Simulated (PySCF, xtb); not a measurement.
AlH3, SMILES [AlH3].

Harmonic wavenumbers (cm⁻¹) from GFN2-xTB (xtb) at its own minimum, in rising order: 765, 765, 767, 1734, 1763, 1763.

Q: What does PBE-D3(BJ)/def2-TZVPD run with PySCF give at its own minimum? (An estimate is asked for; the answer gives what the named calculation found.)

A: 681, 764, 764, 1867, 1882, 1882. Paired by order, the mean absolute difference is 76 cm⁻¹ and the zero-point energies are 10.8 and 11.2 kcal/mol.
